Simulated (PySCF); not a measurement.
Bonding in AlCl2(vinyl)

Species: AlCl2(vinyl), C₂H₃AlCl₂.
Geometry (PBE0-D3(BJ)/def2-SVP, Å), atoms numbered from 1 in this order:
```xyz
8
C2H3AlCl2 angstrom
Al     0.979    0.982   -0.288
Cl     2.980    1.212   -0.864
Cl    -0.142    2.717    0.066
C      0.143   -0.736   -0.071
C     -1.134   -0.836    0.330
H      0.693   -1.666   -0.266
H     -1.748    0.047    0.546
H     -1.631   -1.805    0.464
```

Bond orders from the PBE0/pcSseg-1 (pcSseg-2 on Al) density (PySCF). Isolated species at its PBE0-D3(BJ)/def2-SVP geometry (one conformer only).

Problem. Set the Mayer orders of the bonds beside their lengths.

Solution. 
```tsv
bond	length (Å)	Mayer order
Al1–Cl2	2.095	1.066
Al1–Cl3	2.096	1.058
Al1–C4	1.922	0.931
C4–C5	1.343	1.914
C4–H6	1.098	0.944
C5–H7	1.097	0.947
C5–H8	1.097	0.947
```

Problem. Sum the orders of all bonds at each heavy atom with more than one neighbour.

Solution. Al1 3.055, C4 3.789, C5 3.808. Orders between atoms that aren't bonded are not in these sums.

The Mayer order sums products of elements of PS (density times overlap matrix) between the two atoms' basis functions, so it depends on the basis set.
